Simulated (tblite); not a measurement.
Calculated harmonic vibrations of the isolated species, GFN2-xTB (tblite), most abundant isotopes, no scaling. Errors from tens to a few hundred cm⁻¹ against measured bands are possible. Modes of hydrogen on arsenic and silicon can be 10 to 20 % off. One conformer each. Thermal functions are those of the rigid rotor and harmonic oscillator, without mixing of conformers.

Question: Order these by their zero-point energy, highest first (kcal/mol).
A. `C=CC#P`
B. `CC1=CC=C(C(=O)F)O1`
C. `C=COC(=C)SCF`
D. `CSc1cn([SiH3])nn1`
E. `c1(C#C)[nH]nnc1C#C`
F. `CC(=O)CC(=O)[SiH2]CCl`
G. `CSC1CC[AsH]CC1`

Answer: G (108.4), F (79.5), C (67.4), D (62.1), B (60.7), E (46.8), A (29.1).

| SMILES | atoms | mass (u) | symmetry number | modes under 300 cm⁻¹ | ZPE (kcal/mol) | S translation (cal/(mol K)) | S rotation | S vibration | S | Cp |
| --- | --- | --- | --- | --- | --- | --- | --- | --- | --- | --- |
| CSC1CC[AsH]CC1 | 21 | 192.00 | 1 | 8 | 108.4 | 39.7 | 29.1 | 18.2 | 87.1 | 28.7 |
| CC(=O)CC(=O)[SiH2]CCl | 18 | 164.01 | 1 | 9 | 79.5 | 39.2 | 29.5 | 26.6 | 95.3 | 32.7 |
| C=COC(=C)SCF | 15 | 134.02 | 1 | 6 | 67.4 | 38.6 | 27.8 | 18.7 | 85.1 | 26.3 |
| CSc1cn([SiH3])nn1 | 15 | 145.01 | 1 | 7 | 62.1 | 38.9 | 28.1 | 20.4 | 87.4 | 27.4 |
| Cc1ccc(C(=O)F)o1 | 14 | 128.03 | 1 | 5 | 60.7 | 38.5 | 27.6 | 15.4 | 81.5 | 23.2 |
| C#Cc1nn[nH]c1C#C | 12 | 117.03 | 1 | 4 | 46.8 | 38.2 | 27.6 | 11.5 | 77.4 | 23.4 |
| C=CC#P | 7 | 70.00 | 1 | 2 | 29.1 | 36.7 | 23.1 | 3.6 | 63.4 | 13.1 |

Entropies and Cp are for 200 K and 1 bar.
